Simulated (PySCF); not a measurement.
# How methods differ on the excitation energy of Tm²⁺

Tm²⁺ [Xe] 4f13 (2F) → Tm²⁺ [Xe] 4f12 6p1 (high-spin determinant), as a difference of total energies. All numbers are calculated (PySCF 2.14, scalar relativity by spin-free X2C-1e, in ANO-RCC-VTZP). Correlated levels: valence: [Kr] 4d10 frozen; valence and next inner shell: [Ar] 3d10 frozen. The calculations carry no spin-orbit coupling.

```csv
method,excitation energy (eV)
UHF,4.869
LDA,10.176
PBE,9.580
PBE0,8.671
r2SCAN,8.733
MP2 (valence),10.400
SCS-MP2 (valence),9.683
MP2 (valence and next inner shell),10.993
SCS-MP2 (valence and next inner shell),10.103
```

**Question.** How much does correlation contribute at MP2 (valence and next inner shell)?

**Answer.** 10.993 − (4.869) = 6.124 eV, measured against UHF.

A first-order spin-orbit estimate (lowest level to lowest level, LS coupling) adds -0.238 eV.

The basis was made for the ground configuration and has no added diffuse functions, so the excitation energy can come out too high.

The determinant of the upper state mixes LS terms, which raises its energy above the lowest term, most at the Hartree-Fock and MP2 levels.
